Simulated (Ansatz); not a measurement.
Ansatz (a first-principles code) input:

Ansatz 0.2 input:
```yaml
crystal:
  periodic: [false, false, false]
  atoms:
    - {symbol: C, position_ang: [-2.53198505, -0.89843474, -0.72621519]}
    - {symbol: C, position_ang: [-1.44169703, 0.10779104, -0.61736829]}
    - {symbol: C, position_ang: [-1.95474518, 1.42320654, -0.02070044]}
    - {symbol: C, position_ang: [-0.23983472, -0.46678060, 0.15333990]}
    - {symbol: C, position_ang: [1.01578546, 0.41234520, 0.11830898]}
    - {symbol: C, position_ang: [2.16588735, -0.21142218, 0.84551718]}
    - {symbol: C, position_ang: [3.32252981, -0.55874304, 0.29609641]}
    - {symbol: H, position_ang: [-3.56409826, -0.59136186, -0.83059987]}
    - {symbol: H, position_ang: [-2.30371464, -1.95147502, -0.82590079]}
    - {symbol: H, position_ang: [-1.08105540, 0.33259557, -1.63736886]}
    - {symbol: H, position_ang: [-2.26161707, 1.27843338, 1.01801387]}
    - {symbol: H, position_ang: [-1.19338307, 2.20303856, -0.04512813]}
    - {symbol: H, position_ang: [-2.81945246, 1.78812032, -0.57790358]}
    - {symbol: H, position_ang: [-0.53752911, -0.64233971, 1.19240174]}
    - {symbol: H, position_ang: [0.01064459, -1.44559431, -0.26488705]}
    - {symbol: H, position_ang: [1.29901062, 0.60762733, -0.92025454]}
    - {symbol: H, position_ang: [0.79216930, 1.38222093, 0.57375855]}
    - {symbol: H, position_ang: [2.00921739, -0.39869698, 1.90555265]}
    - {symbol: H, position_ang: [3.52049820, -0.39360313, -0.75736314]}
    - {symbol: H, position_ang: [4.11366620, -1.01673816, 0.87580779]}
basis:
  gaussian:
    orbitals: 6-31G*
magnetization: {spin_polarized: true, initial_magnetization: 1}
correlation: {method: ccsd_t, electrons: outside_noble_gas}
```

Which total energy does the run end on?

-273.57459 Eh (CCSD(T)/6-31G*).

It need not be the lowest isomer of its formula.
